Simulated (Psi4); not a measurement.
A dimer, H3N ··· HCl (SMILES N and Cl); the first 4 atoms form monomer A.

```
6

N      0.0010    -0.0013     0.2791
H     -0.4513     0.8284    -0.0877
H     -0.4919    -0.8041    -0.0950
H      0.9422    -0.0230    -0.0964
Cl    -0.3221    -2.1844     2.6532
H     -0.2211    -1.1875     1.8534
```

Q: What interaction energy does Psi4 with SAPT0/jun-cc-pVDZ, frozen core give, and which attractive term is the largest?

A: Total -5.79 kcal/mol: electrostatics -10.97, exchange 12.01, induction -4.50, dispersion -2.33. The most attractive term is electrostatics.
